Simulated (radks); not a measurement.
Neutral osmium, configuration [Xe] 4f14 5d6 6s2.

Calculated with a radial shooting solver on a logarithmic mesh with Libxc functionals: scalar-relativistic Kohn-Sham, BLYP, spin-polarised, spherical densities, finite nucleus; open shells are filled with parallel spins first (spin-orbit coupling, left out, can overturn this in heavy ions); Fermi nuclear charge, rms radius 5.4126 fm.

Energy parts (eV):
| part | energy |
|---|---|
| total | -469444.86 |
| kinetic | 520120.42 |
| electron-nucleus | -1163256.65 |
| Hartree | 182920.55 |
| exchange-correlation | -9229.18 |

Orbitals (lengths in bohr, moments of r in powers of bohr; <r^-3> diverges for s and p1/2; r(90%) holds 90 % of the orbital's charge):
| orbital | occ. | eigenvalue (eV) | <r> | <r^-3> | <r^4> | r(90%) |
|---|---|---|---|---|---|---|
| 1s up | 1 | -73853.01 | 0.01774 | - | 5.123e-07 | 0.0323 |
| 1s down | 1 | -73853.01 | 0.01774 | - | 5.123e-07 | 0.0323 |
| 2s up | 1 | -12862.98 | 0.07491 | - | 0.00007626 | 0.116 |
| 2s down | 1 | -12862.76 | 0.07491 | - | 0.00007626 | 0.116 |
| 2p up | 3 | -11204.01 | 0.06727 | 21900 | 0.00006061 | 0.110 |
| 2p down | 3 | -11203.84 | 0.06727 | 21900 | 0.00006061 | 0.110 |
| 3s up | 1 | -2992.896 | 0.1939 | - | 0.002784 | 0.284 |
| 3s down | 1 | -2992.823 | 0.1939 | - | 0.002784 | 0.284 |
| 3p up | 3 | -2505.577 | 0.1945 | 4935 | 0.003018 | 0.291 |
| 3p down | 3 | -2505.495 | 0.1945 | 4935 | 0.003018 | 0.291 |
| 3d up | 5 | -1960.200 | 0.1762 | 626.0 | 0.002326 | 0.273 |
| 3d down | 5 | -1960.051 | 0.1762 | 626.0 | 0.002326 | 0.273 |
| 4s up | 1 | -631.0702 | 0.4319 | - | 0.06419 | 0.620 |
| 4s down | 1 | -630.8600 | 0.4319 | - | 0.06418 | 0.620 |
| 4p up | 3 | -471.1646 | 0.4594 | 1163 | 0.08567 | 0.667 |
| 4p down | 3 | -470.9677 | 0.4594 | 1163 | 0.08560 | 0.667 |
| 4d up | 5 | -272.4308 | 0.4891 | 127.3 | 0.1230 | 0.732 |
| 4d down | 5 | -272.2015 | 0.4890 | 127.3 | 0.1226 | 0.731 |
| 4f up | 7 | -51.6884 | 0.5579 | 22.89 | 0.3292 | 0.912 |
| 4f down | 7 | -51.3007 | 0.5554 | 22.99 | 0.3183 | 0.906 |
| 5s up | 1 | -91.9136 | 1.008 | - | 1.908 | 1.45 |
| 5s down | 1 | -90.2648 | 1.003 | - | 1.874 | 1.44 |
| 5p up | 3 | -51.4229 | 1.172 | 178.7 | 3.714 | 1.71 |
| 5p down | 3 | -49.3566 | 1.167 | 182.1 | 3.673 | 1.70 |
| 5d up | 5 | -6.9415 | 1.794 | 9.388 | 30.40 | 2.83 |
| 5d down | 1 | -4.8124 | 1.881 | 8.951 | 42.75 | 3.05 |
| 6s up | 1 | -6.4681 | 2.932 | - | 159.2 | 4.38 |
| 6s down | 1 | -5.4322 | 3.097 | - | 204.8 | 4.67 |

The highest occupied level is 5d down at -4.812 eV. Summed over all electrons, <r^2> = 66.93 bohr^2, which gives a Langevin (diamagnetic) susceptibility term of -53 x 10^-6 cm^3/mol. The density falls to 0.001 e/bohr^3 at r = 4.62 bohr.
